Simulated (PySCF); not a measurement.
Species: C5H10Si.
SMILES: `C1=CC[SiH](C1)C`

Level of theory: TDDFT CAM-B3LYP/def2-SVPD, vertical, gas phase, core orbitals frozen in the response (PySCF 2.14.0, density-fitted response routines). Geometry: GFN2-xTB; no solvent, vibrations or thermal averaging.

Orbital energies (eV): HOMO-3 -10.40, HOMO-2 -9.94, HOMO-1 -9.43, HOMO -8.26, LUMO 1.35, LUMO+1 1.74, LUMO+2 1.83.

Lowest singlets, with some entries withheld (?).

```tsv
state	E (eV)	f	main configurations (H = HOMO, L = LUMO)
S1	6.70	?	H→L (55%), H→L+1 (40%)
S2	7.21	?	H→L+2 (78%), H→L+3 (14%)
S3	7.53	?	H→L+1 (47%), H→L (39%)
S4	7.56	?	H→L+3 (79%), H→L+2 (15%)
S5	7.58	?	H-1→L+2 (69%), H-1→L+3 (26%)
S6	7.85	?	H→L+6 (55%), H→L+4 (24%), H→L+7 (12%)
S7	7.93	?	H-1→L (60%), H→L+5 (23%), H-1→L+1 (10%)
S8	7.96	?	H→L+5 (72%), H-1→L (18%)
```

Problem. Fill in the withheld entries.

Solution. 
- S1: f = 0.0057
- S2: f = 0.186
- S3: f = 0.015
- S4: f = 0.011
- S5: f = 0.0008
- S6: f = 0.0015
- S7: f = 0.016
- S8: f = 0.015

Problem. What is the mean static polarisability from the same response equations?

Solution. 81.3 au (12.05 Å³), with principal values 68.8, 86.0 and 89.1 au.

Problem. Where do the lowest triplets lie (Tamm–Dancoff)?

Solution. T1 4.48 eV, H→L+2 (60%), H→L+3 (32%); T2 6.58 eV, H→L (54%), H→L+1 (41%); T3 7.40 eV, H-1→L+2 (68%), H-1→L+3 (19%). E(S1) − E(T1) = +2.22 eV.

Problem. How far apart are S3 and S7, in eV and cm⁻¹?

Solution. 7.934 − 7.526 = 0.408 eV, or about 3290 cm⁻¹.

Hardware: Arm Neoverse V1, one thread, no GPU, shared host. Cost: 41 s wall, 0.93 GiB resident at most.
